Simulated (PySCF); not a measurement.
A calculated (TPSS, PySCF 2.14, cc-pVTZ-DK, the spin-free X2C one-electron Hamiltonian (Gaussian nucleus)) atom or ion has these occupied shells.

| shell | electrons | orbital energy (eV) | rms radius, mean of both spins (bohr) |
| --- | --- | --- | --- |
| 1s α | 1 | -6455.6 | 0.0703 |
| 1s β | 1 | -6455.6 | 0.0703 |
| 2s α | 1 | -763.92 | 0.303 |
| 2s β | 1 | -761.94 | 0.303 |
| 2p α | 3 | -648.45 | 0.274 |
| 2p β | 3 | -646.83 | 0.274 |
| 3s α | 1 | -106.30 | 0.916 |
| 3s β | 1 | -100.79 | 0.916 |
| 3p α | 3 | -74.529 | 0.984 |
| 3p β | 3 | -69.004 | 0.984 |
| 3d α | 5 | -25.753 | 1.28 |

**Question.** Name the element and its charge.

**Answer.** Mn(2+) (manganese, charge +2), in [Ar] 3d5, high-spin 6S determinant.
